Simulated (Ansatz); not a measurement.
Consider the ligand exchange at a Ti–Se bond: `[F][Ti]([F])([F])[SeH]` + H₂S → `[F][Ti]([F])([F])[SH]` + H₂Se.

Isolated molecules relaxed with PBE0-D4/def2-TZVP in Ansatz; ΔE leaves out vibrations. CBS: MP2 limit from def2 TZ/QZ plus the TZ coupled-cluster correction, frozen cores. This one scheme is used for every species. DFT in def2-TZVPP. For Se, Ti outer-core shells are correlated without core-valence functions, which leaves a few kJ/mol of doubt a bond. Scalar relativity is left out up to krypton. Each species was taken in one conformer, which may not be the lowest.

| level | ΔE (kcal/mol) |
| --- | --- |
| r2SCAN0-D4 | 1.6 |
| PBE | 1.4 |

Task: What does CCSD(T)/CBS give? (An estimate is asked.)

Result: The calculation gave: +2.0 kcal/mol. The listed levels differ from it by -0.4, -0.6 kcal/mol.

Largest T1 diagnostic among the species: 0.025, so the coupled-cluster value is less sure than usual.

At CCSD(T), def2-SVP lies −1.0 kcal/mol from the extrapolated value and def2-TZVPP −0.2 kcal/mol. Leaving LDA and LC-ωPBE aside and taking each functional with its dispersion term where it has one, the values, not all of them listed here, spread over 1.6 kcal/mol, from B97M-V to B2PLYP.
